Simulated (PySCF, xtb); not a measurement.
In(H)2(OSiH3) (H₅InOSi), SMILES [SiH3][O][InH2].

GFN2-xTB (xtb 6.7.1) at its own geometry gives an orbital gap of 3.38 eV and a dipole moment of 2.07 D.

The structure is a stationary point at PBE0-D3(BJ)/def2-SVP. The def2 effective core potentials stand for the cores of In; spin–orbit coupling is left out.

Q: What does PySCF with CAM-B3LYP/def2-TZVPD give? (An estimate is asked for; the answer gives what the named calculation found.)

A: gap 8.40 eV (levels -9.44 and -1.05 eV), dipole 2.67 D.
